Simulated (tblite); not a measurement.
Record of a relaxation.

Species: C4H6F3PSe.
Atom-mapped SMILES: `[CH3:1][C@@H:2]1[CH2:3][P@@:4]1(=[Se:5])[C:6]([F:7])([F:8])[F:9]` (hydrogens: H10, H11, H12 on C1; H13 on C2; H14, H15 on C3)

Computed with GFN2-xTB (tblite), gas phase: L-BFGS steps from a force-field or distance-geometry start until the largest atomic force falls under 0.01 eV/Å. 12 of its 132 geometries are shown.

Step 0: E = -856.0249 eV, largest atomic force 5.440 eV/Å
```
atom  x, y, z in Å  |  force x, y, z in eV/Å
C1     -1.926    0.732    0.268   -0.626   0.280  -0.342
C2     -0.744    0.241   -0.508    0.695   0.462  -0.134
C3     -0.414   -1.256   -0.498    0.086  -0.601  -1.228
P4      0.612   -0.276    0.603   -1.081   0.974  -2.405
Se5     0.815   -0.966    2.403    0.286  -1.461   5.232
C6      2.212    0.312   -0.029    0.807   0.036  -1.051
F7      2.131    1.694    0.003    0.869  -1.660  -0.096
F8      2.239   -0.088   -1.353    0.924   0.695   1.102
F9      3.285   -0.188    0.680   -1.432   1.231  -1.557
H10    -2.818    0.212   -0.136    0.179   0.589   0.420
H11    -1.838    0.542    1.360   -0.027  -0.129  -0.680
H12    -1.984    1.828    0.129   -0.330  -0.606   0.093
H13    -0.474    0.720   -1.456   -0.264   0.216   0.406
H14    -1.245   -1.863   -0.112    0.815  -0.097  -0.033
H15     0.146   -1.636   -1.377   -0.900   0.071   0.273
```

Step 12: E = -857.1660 eV, largest atomic force 0.456 eV/Å
```
atom  x, y, z in Å  |  force x, y, z in eV/Å
C1     -1.985    0.722    0.239    0.014  -0.023   0.070
C2     -0.705    0.252   -0.400   -0.001   0.045  -0.079
C3     -0.382   -1.247   -0.548    0.030   0.040   0.062
P4      0.652   -0.371    0.674   -0.316  -0.233   0.231
Se5     0.686   -0.855    2.702   -0.009   0.114  -0.025
C6      2.233    0.264   -0.135   -0.089   0.003  -0.047
F7      2.204    1.597   -0.071    0.130   0.217   0.085
F8      2.385   -0.048   -1.417   -0.030  -0.188  -0.255
F9      3.295   -0.171    0.524    0.165   0.005   0.045
H10    -2.879    0.274   -0.188    0.090  -0.216  -0.114
H11    -1.946    0.481    1.297   -0.183  -0.018   0.173
H12    -2.092    1.796    0.124    0.100   0.101   0.087
H13    -0.391    0.847   -1.247    0.066   0.078  -0.157
H14    -1.083   -1.932   -0.083    0.017   0.027  -0.013
H15     0.003   -1.599   -1.495    0.017   0.049  -0.062
```

Step 24: E = -857.2205 eV, largest atomic force 0.213 eV/Å
```
atom  x, y, z in Å  |  force x, y, z in eV/Å
C1     -1.984    0.691    0.255   -0.096   0.006  -0.007
C2     -0.670    0.281   -0.351   -0.054   0.025  -0.082
C3     -0.362   -1.217   -0.545   -0.058   0.011  -0.031
P4      0.654   -0.386    0.721    0.133   0.113  -0.122
Se5     0.633   -0.710    2.770    0.017  -0.007   0.117
C6      2.236    0.240   -0.147    0.008  -0.010  -0.045
F7      2.265    1.578   -0.115   -0.013  -0.075   0.048
F8      2.300   -0.115   -1.435   -0.019  -0.041   0.051
F9      3.333   -0.206    0.456   -0.084  -0.005  -0.041
H10    -2.803    0.224   -0.288   -0.090  -0.030  -0.003
H11    -2.047    0.395    1.302    0.016  -0.063   0.000
H12    -2.110    1.768    0.194    0.026   0.026   0.059
H13    -0.376    0.894   -1.195    0.105   0.073  -0.033
H14    -1.090   -1.903   -0.132   -0.013  -0.025   0.052
H15     0.016   -1.526   -1.511    0.121   0.002   0.037
```

Step 36: E = -857.2459 eV, largest atomic force 0.088 eV/Å
```
atom  x, y, z in Å  |  force x, y, z in eV/Å
C1     -2.004    0.666    0.247    0.009  -0.023  -0.030
C2     -0.672    0.318   -0.367    0.004  -0.012   0.019
C3     -0.332   -1.179   -0.531   -0.076   0.038  -0.024
P4      0.639   -0.320    0.748    0.001   0.010   0.013
Se5     0.642   -0.615    2.808    0.009   0.004   0.002
C6      2.217    0.209   -0.161    0.026   0.025  -0.011
F7      2.310    1.542   -0.146    0.042   0.052   0.023
F8      2.231   -0.166   -1.443    0.007  -0.021  -0.035
F9      3.305   -0.284    0.416    0.026  -0.023   0.025
H10    -2.812    0.240   -0.344   -0.037   0.024  -0.028
H11    -2.072    0.261    1.259    0.007  -0.003  -0.026
H12    -2.141    1.744    0.297    0.032  -0.026   0.017
H13    -0.359    0.957   -1.188   -0.048  -0.027   0.011
H14    -1.082   -1.864   -0.157   -0.003  -0.044   0.042
H15     0.124   -1.501   -1.459    0.000   0.027   0.002
```

Step 48: E = -857.2573 eV, largest atomic force 0.054 eV/Å
```
atom  x, y, z in Å  |  force x, y, z in eV/Å
C1     -2.035    0.651    0.243   -0.023  -0.010   0.001
C2     -0.705    0.314   -0.377   -0.005   0.025   0.011
C3     -0.324   -1.172   -0.509    0.009   0.006  -0.004
P4      0.638   -0.252    0.742   -0.013  -0.051  -0.014
Se5     0.669   -0.554    2.802   -0.001   0.017  -0.008
C6      2.241    0.216   -0.170    0.017   0.016  -0.002
F7      2.427    1.538   -0.145   -0.014   0.002   0.026
F8      2.243   -0.155   -1.454   -0.001  -0.001   0.016
F9      3.287   -0.354    0.419   -0.006  -0.005  -0.026
H10    -2.848    0.324   -0.405    0.012   0.022  -0.022
H11    -2.144    0.149    1.205    0.024   0.018  -0.005
H12    -2.124    1.724    0.397   -0.005  -0.034   0.020
H13    -0.425    0.945   -1.216    0.000  -0.017  -0.014
H14    -1.041   -1.883   -0.116    0.024   0.036   0.002
H15     0.137   -1.483   -1.439   -0.018  -0.026   0.020
```

Step 60: E = -857.2600 eV, largest atomic force 0.056 eV/Å
```
atom  x, y, z in Å  |  force x, y, z in eV/Å
C1     -2.033    0.646    0.239    0.000  -0.008  -0.002
C2     -0.703    0.315   -0.382    0.009  -0.014   0.004
C3     -0.327   -1.175   -0.505   -0.004   0.019   0.003
P4      0.640   -0.252    0.736    0.050   0.020   0.017
Se5     0.668   -0.511    2.802   -0.005   0.002  -0.005
C6      2.246    0.217   -0.170   -0.047   0.001   0.014
F7      2.440    1.537   -0.113    0.008   0.002   0.005
F8      2.236   -0.124   -1.462    0.007   0.009   0.009
F9      3.291   -0.376    0.399   -0.011   0.001  -0.028
H10    -2.838    0.356   -0.434   -0.032   0.003  -0.006
H11    -2.153    0.105    1.177   -0.010   0.005   0.013
H12    -2.118    1.711    0.441    0.022  -0.006  -0.002
H13    -0.431    0.939   -1.228    0.022  -0.017  -0.004
H14    -1.043   -1.874   -0.089   -0.016  -0.007  -0.015
H15     0.121   -1.506   -1.432    0.007  -0.010  -0.002
```

Step 71: E = -857.2620 eV, largest atomic force 0.045 eV/Å
```
atom  x, y, z in Å  |  force x, y, z in eV/Å
C1     -2.030    0.641    0.233    0.014   0.001  -0.008
C2     -0.701    0.300   -0.386    0.031   0.023   0.011
C3     -0.326   -1.188   -0.496    0.009  -0.007   0.021
P4      0.640   -0.252    0.740    0.001   0.008   0.006
Se5     0.666   -0.470    2.812   -0.001  -0.004  -0.018
C6      2.239    0.226   -0.172   -0.016   0.000  -0.003
F7      2.454    1.540   -0.075   -0.007   0.003   0.033
F8      2.208   -0.069   -1.475   -0.008  -0.019   0.004
F9      3.282   -0.401    0.362   -0.003   0.000  -0.026
H10    -2.839    0.397   -0.454   -0.009   0.004  -0.005
H11    -2.171    0.075    1.153   -0.004   0.003   0.006
H12    -2.084    1.701    0.471   -0.003   0.006  -0.011
H13    -0.420    0.914   -1.236   -0.014   0.020  -0.016
H14    -1.051   -1.876   -0.079    0.016  -0.042   0.000
H15     0.128   -1.532   -1.417   -0.006   0.005   0.007
```

Step 83: E = -857.2638 eV, largest atomic force 0.021 eV/Å
```
atom  x, y, z in Å  |  force x, y, z in eV/Å
C1     -2.025    0.646    0.224    0.003  -0.004  -0.001
C2     -0.697    0.287   -0.387   -0.004  -0.009  -0.011
C3     -0.320   -1.204   -0.484    0.003   0.000   0.006
P4      0.639   -0.256    0.748    0.001  -0.010  -0.009
Se5     0.662   -0.447    2.821    0.001  -0.005   0.001
C6      2.227    0.231   -0.172    0.008   0.010  -0.006
F7      2.454    1.538   -0.021    0.015   0.005   0.008
F8      2.164   -0.009   -1.485   -0.007   0.000  -0.008
F9      3.279   -0.426    0.308   -0.004  -0.008   0.001
H10    -2.834    0.430   -0.472    0.008  -0.003   0.010
H11    -2.185    0.074    1.138   -0.006   0.002  -0.003
H12    -2.054    1.704    0.474   -0.018   0.000  -0.010
H13    -0.417    0.890   -1.246    0.004   0.005   0.004
H14    -1.037   -1.902   -0.067    0.002   0.011   0.001
H15     0.140   -1.548   -1.402   -0.006   0.004   0.015
```

Step 95: E = -857.2663 eV, largest atomic force 0.022 eV/Å
```
atom  x, y, z in Å  |  force x, y, z in eV/Å
C1     -2.037    0.641    0.206    0.006  -0.001   0.000
C2     -0.698    0.288   -0.383   -0.006  -0.012  -0.013
C3     -0.306   -1.201   -0.454   -0.010   0.011  -0.011
P4      0.643   -0.226    0.761    0.012  -0.011  -0.001
Se5     0.669   -0.456    2.831    0.011   0.019  -0.002
C6      2.229    0.241   -0.178   -0.008  -0.003   0.009
F7      2.537    1.519    0.047    0.004   0.000   0.007
F8      2.109    0.089   -1.500    0.000   0.006   0.007
F9      3.256   -0.505    0.220   -0.002  -0.010   0.004
H10    -2.830    0.404   -0.502   -0.010  -0.008   0.003
H11    -2.207    0.080    1.123    0.002  -0.009   0.014
H12    -2.087    1.702    0.439   -0.002   0.015  -0.007
H13    -0.414    0.882   -1.246   -0.001   0.001   0.000
H14    -1.019   -1.893   -0.021    0.009   0.002  -0.010
H15     0.151   -1.559   -1.367   -0.005   0.001   0.000
```

Step 107: E = -857.2685 eV, largest atomic force 0.044 eV/Å
```
atom  x, y, z in Å  |  force x, y, z in eV/Å
C1     -2.047    0.633    0.195   -0.004   0.007   0.005
C2     -0.703    0.288   -0.387   -0.002   0.001   0.003
C3     -0.300   -1.197   -0.447   -0.001  -0.002   0.002
P4      0.642   -0.209    0.764    0.001   0.001   0.004
Se5     0.700   -0.420    2.835   -0.015   0.009   0.000
C6      2.228    0.242   -0.171    0.024   0.003  -0.014
F7      2.607    1.486    0.126   -0.007  -0.037  -0.008
F8      2.076    0.179   -1.499    0.030   0.007   0.031
F9      3.222   -0.580    0.160   -0.028   0.022  -0.023
H10    -2.838    0.355   -0.501    0.007  -0.002   0.014
H11    -2.204    0.101    1.133    0.007   0.005  -0.007
H12    -2.117    1.701    0.389   -0.010  -0.003   0.006
H13    -0.421    0.882   -1.251   -0.005  -0.012  -0.006
H14    -1.009   -1.891   -0.011   -0.007  -0.005  -0.006
H15     0.158   -1.560   -1.358    0.009   0.007  -0.001
```

Step 119: E = -857.2704 eV, largest atomic force 0.034 eV/Å
```
atom  x, y, z in Å  |  force x, y, z in eV/Å
C1     -2.058    0.620    0.191    0.000  -0.001   0.004
C2     -0.713    0.285   -0.395   -0.003   0.008  -0.004
C3     -0.288   -1.196   -0.434   -0.010   0.009  -0.002
P4      0.639   -0.177    0.764   -0.010   0.002   0.002
Se5     0.687   -0.336    2.840   -0.011   0.001  -0.018
C6      2.235    0.241   -0.174    0.017   0.004  -0.007
F7      2.705    1.425    0.216   -0.001  -0.020  -0.017
F8      2.064    0.294   -1.500   -0.010   0.009   0.031
F9      3.173   -0.674    0.068   -0.013   0.010   0.006
H10    -2.849    0.328   -0.499    0.013   0.000   0.010
H11    -2.205    0.092    1.132    0.011   0.003   0.004
H12    -2.141    1.689    0.378    0.001  -0.016  -0.002
H13    -0.447    0.870   -1.270    0.014  -0.006  -0.007
H14    -0.993   -1.895   -0.001    0.009  -0.008   0.002
H15     0.186   -1.559   -1.337   -0.006   0.005   0.000
```

Step 131: E = -857.2714 eV, largest atomic force 0.007 eV/Å
```
atom  x, y, z in Å  |  force x, y, z in eV/Å
C1     -2.059    0.612    0.191   -0.002   0.000   0.002
C2     -0.717    0.287   -0.406    0.000   0.001   0.001
C3     -0.281   -1.190   -0.432    0.001  -0.001   0.001
P4      0.634   -0.156    0.761    0.001   0.003  -0.005
Se5     0.658   -0.302    2.837   -0.002  -0.001   0.000
C6      2.239    0.242   -0.171   -0.002   0.000   0.001
F7      2.768    1.382    0.267   -0.001   0.005   0.001
F8      2.053    0.364   -1.490   -0.001   0.000  -0.003
F9      3.135   -0.726    0.016    0.003  -0.006   0.001
H10    -2.855    0.277   -0.473    0.000   0.003   0.001
H11    -2.176    0.114    1.153    0.002   0.000   0.001
H12    -2.164    1.684    0.344   -0.001  -0.003  -0.002
H13    -0.459    0.866   -1.286    0.003   0.000   0.002
H14    -0.980   -1.894    0.001    0.000  -0.001   0.001
H15     0.199   -1.552   -1.333    0.000   0.001  -0.001
```

**Question.** Summarise the path.

**Answer.** The energy falls by 28.74 kcal/mol from step 0 to step 131; nine tenths of that is first reached at step 12. It falls at every step. The largest force goes from 5.440 to 0.007 eV/Å. Among the bonds P4=Se5 changes most, from 1.938 to 2.082 Å; the atoms move by 0.453 Å rms after alignment.

**Question.** Follow the three bonds and two angles with the largest change from start to end.

**Answer.** 
```
step  E above end (kcal/mol)  largest force (eV/Å)  P4=Se5 (Å)  P4–C6 (Å)  C6–F7 (Å)  C3–P4–C6 (°)  C3–P4–Se5 (°)
   0                   28.74                 5.440       1.938      1.818      1.384         117.8          115.8
   6                    5.59                 0.479       2.090      1.892      1.346         110.0          122.6
  11                    2.88                 0.474       2.092      1.889      1.334         110.7          122.9
  17                    1.72                 0.151       2.081      1.911      1.338         109.5          125.3
  23                    1.26                 0.137       2.075      1.906      1.338         107.7          127.0
  28                    0.86                 0.167       2.088      1.900      1.336         105.9          128.0
  34                    0.63                 0.115       2.080      1.903      1.337         104.1          129.2
  40                    0.51                 0.103       2.084      1.900      1.337         103.6          128.8
  46                    0.35                 0.079       2.081      1.898      1.335         103.8          128.0
  51                    0.31                 0.043       2.082      1.905      1.335         103.9          127.9
  57                    0.28                 0.049       2.082      1.901      1.335         104.3          128.1
  63                    0.25                 0.033       2.081      1.899      1.335         104.4          128.2
  68                    0.23                 0.036       2.082      1.902      1.335         104.5          128.4
  74                    0.20                 0.047       2.081      1.898      1.335         104.4          129.1
  80                    0.18                 0.026       2.082      1.899      1.335         104.3          129.0
  85                    0.17                 0.036       2.082      1.899      1.335         104.2          128.9
  91                    0.14                 0.071       2.082      1.898      1.336         103.7          127.9
  97                    0.11                 0.024       2.083      1.901      1.334         103.8          127.4
 103                    0.08                 0.071       2.081      1.896      1.335         103.6          128.4
 108                    0.06                 0.052       2.082      1.896      1.334         103.4          128.3
 114                    0.04                 0.026       2.081      1.897      1.333         103.3          128.9
 120                    0.02                 0.021       2.082      1.898      1.332         103.0          128.6
 125                    0.00                 0.018       2.082      1.898      1.332         103.0          128.2
 131                    0.00                 0.007       2.082      1.897      1.331         102.8          128.2
```
